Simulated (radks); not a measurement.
The numbers below are computed, except where a source is named.
How relativity changes the ionisation of neutral rhenium ([Xe] 4f14 5d5 6s2) to Re+ ([Xe] 4f14 5d5 6s1). Spin-unpolarised spherical Kohn-Sham, LDA (Slater exchange, Perdew-Wang correlation), point nucleus unless stated (finite: rms radius 5.3698 fm), a radial shooting solver on a logarithmic mesh with Libxc functionals. A level marked "c x" has the speed of light scaled by that factor and shares open shells by 2j + 1; other Dirac levels either fill j = l - 1/2 first or share by 2j + 1.

| level | E(Re) (hartree) | E(Re+) (hartree) | IE (eV) | HOMO | <r> HOMO (bohr) |
|---|---|---|---|---|---|
| non-rel. | -15780.2045 | -15779.9054 | 8.140 | 6s | 3.402 |
| scalar-rel. | -16682.6027 | -16682.2533 | 9.508 | 5d | 1.930 |
| scalar-rel., finite nucleus | -16679.8189 | -16679.4696 | 9.504 | 5d | 1.930 |
| Dirac, 2j+1 shares | -16708.1145 | -16707.7650 | 9.512 | 5d5/2 | 1.970 |
| Dirac, low j first | -16708.1794 | -16707.8333 | 9.420 | 5d5/2 | 1.988 |
| Dirac, 2j+1 shares, finite nucleus | -16705.3037 | -16704.9542 | 9.509 | 5d5/2 | 1.970 |
| Dirac, c x 2 | -15985.5251 | -15985.2158 | 8.417 | 6s1/2 | 3.322 |
| Dirac, c x 3 | -15869.6454 | -15869.3419 | 8.259 | 6s1/2 | 3.367 |
| Dirac, c x 100 | -15780.2838 | -15779.9846 | 8.141 | 6s1/2 | 3.402 |

NIST Atomic Spectra Database: 7.834 eV (measured). The relativistic part of the total energy of Re is -925.1 hartree (Dirac, 2j+1 shares, finite nucleus), 5.9 % of the non-relativistic value. Spin polarisation and multiplet splitting of open shells are left out at every level.

Beside tabulated values, note that relativity, absent from the non-relativistic runs, is large for the heavy elements, and spin-unpolarised runs miss the spin-polarisation part of the exchange energy of open shells.
